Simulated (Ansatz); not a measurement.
Problem. Predict a relaxed structure of (H2B-mu-NH2)2 (B2N2H8), charge 0, singlet, at PBE-D4/def2-SVP (Ansatz).

Solution. 
```xyz
12

B     0.7221    0.1067    0.8417
H     0.6358    0.9973    1.6799
H     1.6658   -0.6597    1.0007
N     0.6661    0.6857   -0.6583
B    -0.7210   -0.1084   -0.8425
H    -1.6667    0.6541   -1.0075
H    -0.6287   -1.0017   -1.6771
N    -0.6676   -0.6833    0.6592
H     1.4277    0.3792   -1.2717
H     0.5958    1.7057   -0.7284
H    -0.6011   -1.7033    0.7325
H    -1.4283   -0.3721    1.2713
```
Point group D2h (tolerance 0.1 Å). This is one stationary point.
